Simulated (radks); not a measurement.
Q: These are the eigenvalues of the occupied orbitals of an atom or ion with whole-number occupations (hartree). All-electron calculation, Dirac Kohn-Sham, LDA (Slater exchange, Perdew-Wang correlation), spin-unpolarised, spherical densities, point nucleus. Program: a radial shooting solver on a logarithmic mesh with Libxc functionals.

| orbital | eigenvalue |
|---|---|
| 1s1/2 | -217.8098 |
| 2s1/2 | -26.76815 |
| 2p1/2 | -23.10907 |
| 2p3/2 | -22.79246 |
| 3s1/2 | -4.86318 |
| 3p1/2 | -3.82721 |
| 3p3/2 | -3.78564 |
| 3d3/2 | -2.14359 |

Which element is it, and in what charge state? The configuration may be excited. Open shells, if any, fill j = l - 1/2 first.

A: Z = 24, chromium, charge +4: Cr4+ in [Ar] 3d2. The list shows which subshells hold electrons but not how many an open one holds; the 1s level, -217.81 hartree, gives Z - s = 20.9 by -(Z - s)^2/2, which with screening and relativity narrows Z to a few neighbours, and the depths of the outer levels then fix element, charge and occupations together.
